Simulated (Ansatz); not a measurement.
`OP1[SiH2][Se]1`, relaxed with RKS PBE-D4/def2-SVP in Ansatz from a rough embedded geometry. The force threshold is 0.03 eV/Å; the program also tests the step.

Charge 0, multiplicity 1.

Start:

```xyz
7

O    -1.708    0.166   -0.411
P    -0.460    1.056    0.476
Si    1.185   -0.176   -0.280
Se    0.170   -0.889    1.714
H    -2.527    0.472   -0.052
H     0.831   -1.009   -1.422
H     2.510    0.379   -0.024
```

Task: How much energy does the relaxation release, and in how many steps? (Estimate.)

Result: Ansatz gave: 38.90 kJ/mol, in 6 steps.

Task: Which bonds change most? (An estimate is asked.)

Result: The calculation gave: Si3–Se4 from 2.348 to 2.263 Å; O1–P2 from 1.770 to 1.694 Å; P2–Si3 from 2.190 to 2.261 Å; Si3–H6 from 1.457 to 1.499 Å.

Task: Give the relaxed structure. (Best estimate.)

Result: Computed: 
```xyz
7

O    -1.764    0.363   -0.489
P    -0.578    0.970    0.557
Si    1.183   -0.228   -0.201
Se    0.272   -0.900    1.758
H    -2.638    0.487   -0.067
H     0.978   -1.084   -1.414
H     2.547    0.392   -0.144
```
